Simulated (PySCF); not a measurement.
Fractional electron number in Mo²⁺ (molybdenum, charge +2)

The 4d alpha orbital of [Kr] 4d4 is emptied in steps (occupation f), with all orbitals relaxed, ending at [Kr] 4d3. All numbers are calculated (PySCF 2.14, scalar relativity through the core potential, in aug-cc-pVTZ-PP with ECP28MDF). The exact energy is a straight line in f; departures are measured from the line between the end points of the same method.

| f | BLYP (eV) |
| --- | --- |
| 1 | 0.000 |
| 0.9 | -0.520 |
| 0.7 | -1.220 |
| 0.5 | -1.458 |
| 0.3 | -1.230 |
| 0.1 | -0.529 |
| 0 | 0.000 |

| method | E(f=0) − E(f=1) (eV) | −ε at f=1 (eV) | −ε at f=0.5 (eV) |
| --- | --- | --- | --- |
| BLYP | 27.033 | 21.273 | 27.003 |

Orbital energy along the path (eV):

| f | BLYP |
| --- | --- |
| 1 | -21.273 |
| 0.9 | -22.397 |
| 0.7 | -24.680 |
| 0.5 | -27.003 |
| 0.3 | -29.354 |
| 0.1 | -31.725 |
| 0 | -32.920 |

Reference removal energy between the ground levels: 27.13 ± 0.12 eV (semi-empirical (NIST evaluation); NIST Atomic Spectra Database, ionization energies). The calculation has no spin-orbit coupling. The determinant left behind need not be the lowest term of the ion.
